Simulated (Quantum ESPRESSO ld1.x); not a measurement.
The numbers below are computed, except where a source is named.
Q: The mean radii <r> (bohr) of the occupied orbitals of an atom or ion are listed with their occupations. Code: ld1.x of Quantum ESPRESSO 7.5. Model: scalar-relativistic Kohn-Sham, LDA (Slater exchange, Perdew-Zunger correlation), spin-unpolarised, spherical densities, point nucleus.

| orbital | occ. | <r> |
|---|---|---|
| 1s | 2 | 0.03347 |
| 2s | 2 | 0.1447 |
| 2p | 6 | 0.1260 |
| 3s | 2 | 0.3673 |
| 3p | 6 | 0.3588 |
| 3d | 1 | 0.3220 |

Name the element and its charge.

A: Z = 44, ruthenium, charge +25: Ru25+ in [Ar] 3d1. The 1s radius gives Z: for a bare nucleus <r> = (2 gamma + 1)/(2Z) with gamma = sqrt(1 - (Z/c)^2), 0.03289 bohr for Z = 44, and screening makes it slightly larger (0.03347 here). The occupations add up to 19, and the charge is Z minus that.
